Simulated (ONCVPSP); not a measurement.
# tin (Sn): variants of one ONCV potential

Base potential:

Sn, optimised norm-conserving Vanderbilt (ONCV), made with ONCVPSP 4.0.1 (PBE, scalar-relativistic). Core [Ar] 3d10, reference 4s2 4p6 4d10 5s2 5p1 (charge +1). Waves: 4s+5s: rc 1.45 bohr, ncon 5, nbas 8, qcut 7.5 1/bohr, 3 projectors, debl 1 Ha; 4p+5p: rc 1.60 bohr, ncon 3, nbas 6, qcut 8.1 1/bohr, 2 projectors; 4d: rc 1.65 bohr, ncon 4, nbas 9, qcut 9.1 1/bohr, 3 projectors, debl 3.6 Ha. Local part: polynomial inside 1.05 bohr (lpopt 4, dvloc0 6 Ha). Core correction: Teter function, fcfact 3, rcfact 1.1.

Cutoffs, loose and tight: the cutoffs (Ha) at which the residual kinetic energy of the hardest occupied pseudo-wave falls to 1 and 0.1 mHa per electron. They do not see the model core or the augmentation charge, which bear on the density cutoff. Test errors are all-electron minus pseudo excitation energies from the reference, over the configurations 4s2 4p6 4d10 5s2 5p2; 4s2 4p6 4d10 5s2 5p0; 4s2 4p6 4d10 5s1 5p0; 4s2 4p5 4d10 5s2 5p2. A dash means not determined; rows that change the core or the reference have their own tests.

1 further variants are left out, since the program set their typed debl aside.

| change | outcome | cutoff, loose | cutoff, tight | bound ghosts | GHOST(+) flags above zero | largest test error (meV) |
| --- | --- | --- | --- | --- | --- | --- |
| base | generated | 32 Ha | 74 Ha | none | s | -149 |
| p: rc 1.46 | generated | 32 Ha | 74 Ha | none | s | -160 |
| core correction polynomial model core, fcfact 0.3 | generated | 32 Ha | 74 Ha | none | s | -152 |
| core correction Teter function, fcfact 5.3, rcfact 1.1 | generated | 32 Ha | 74 Ha | none | s | -150 |

What comes out with this change to the base: s: qcut 10.4; p: qcut 11.2; d: qcut 12.6?

outcome: generated; cutoff, loose: 42 Ha; cutoff, tight: 49 Ha; bound ghosts: none; GHOST(+) flags above zero: s; largest test error (meV): -133.

What comes out with this change to the base: s: qcut 5.6?

outcome: generated; cutoff, loose: 68 Ha; cutoff, tight: 88 Ha; bound ghosts: none; GHOST(+) flags above zero: s; largest test error (meV): -146.
